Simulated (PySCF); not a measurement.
Estimate the missing entries of this data sheet.

C4H4Cl2F2.
SMILES: `FC(F)(Cl)C/C=C\Cl`

Conformer (atom-mapped SMILES and torsion angles): `[F:1][C:2]([F:3])([Cl:4])[CH2:5]/[CH:6]=[CH:7]\[Cl:8]`: F1–C2–C5–C6 -59°, C2–C5–C6–C7 -123°.

```json
{"property": "point group", "level": "PBE0-D3(BJ)/def2-SVP", "value": "?"}
{"property": "rotational constants A, B, C", "level": "PBE0-D3(BJ)/def2-SVP", "value": "2.468, 0.748, 0.700 GHz"}
{"property": "dipole moment", "level": "CAM-B3LYP/def2-SVPD", "value": "?"}
{"property": "HOMO energy", "level": "CAM-B3LYP/def2-SVPD", "value": "?"}
{"property": "LUMO energy", "level": "CAM-B3LYP/def2-SVPD", "value": "0.47 eV"}
{"property": "lowest singlet excitation", "level": "TDDFT CAM-B3LYP/def2-SVPD", "value": "6.73 eV (184 nm, f = 0.329)"}
{"property": "static isotropic polarisability", "level": "CAM-B3LYP/def2-SVPD", "value": "77.7 au"}
{"property": "electronic spatial extent ⟨r²⟩ about the centre of nuclear charge", "level": "CAM-B3LYP/def2-SVPD", "value": "?"}
```

Electronic properties: PySCF, gas phase, density fitting. Geometry: PBE0-D3(BJ)/def2-SVP, one conformer, isolated molecule.

Question: The HOMO energy?

Answer: -9.08 eV.

Question: What is the point group?

Answer: C1.

Question: The dipole moment?

Answer: 2.02 D.

Question: The electronic spatial extent ⟨r²⟩ about the centre of nuclear charge?

Answer: 1563 bohr².

The rotational constants make it an asymmetric top with κ = (2B − A − C)/(A − C) = -0.94, nearer the prolate limit (−1). The principal polarisabilities are 67.9, 71.7 and 93.5 au; their mean is the isotropic value. The dipole equals about 6.7 × 10⁻³⁰ C·m (1 D = 3.33564 × 10⁻³⁰ C·m).
